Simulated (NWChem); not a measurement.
System: Si3NH8, doublet; SMILES [SiH3]N([SiH2])[SiH3]

NWChem input:

```
start job
memory heap 200 mb stack 900 mb global 1100 mb
geometry units angstroms noautosym nocenter noautoz
  Si    -1.680481     0.673156    -0.119856
  N     -0.051827    -0.025642    -0.054362
  Si     0.135985    -1.789689    -0.041542
  Si     1.351175     1.055578     0.046425
  H     -2.636463    -0.275500     0.572436
  H     -1.654349     2.001569     0.606603
  H      1.420104    -2.154370    -0.732274
  H     -1.030885    -2.397534    -0.769243
  H      0.168807    -2.340713     1.359668
  H      1.708634     1.379836     1.472943
  H      1.022151     2.336549    -0.668869
  H      2.530096     0.389812    -0.606460
end
basis spherical
  * library def2-svpd
end
dft
  odft
  mult 2
  xc b3lyp
  iterations 150
end
cosmo
  do_cosmo_smd true
  solvent water
end
task dft energy
```

The geometry was optimised at PBE-D3(BJ)/def2-SVP, spin-unrestricted. No frequency run checked for a minimum. No stability test was run on the SCF state. Solvent: water.

Solvent water, SMD (1 M gas to 1 M solution), gas-phase geometry. Reactions with the solvent are ignored.

Predict the main results of this run. (B3LYP/def2-SVPD, spin-unrestricted, SMD on the gas-phase geometry.) Quantities: basis functions; solvation free energy (kcal/mol); cavity-dispersion-structure term (kcal/mol); dipole in solution (D).


| Quantity | Value |
|---|---|
| number of basis functions | 156 |
| solvation free energy (kcal/mol) | 3.9 |
| cavity-dispersion-structure term (kcal/mol) | 4.3 |
| dipole in solution (D) | 0.43 |
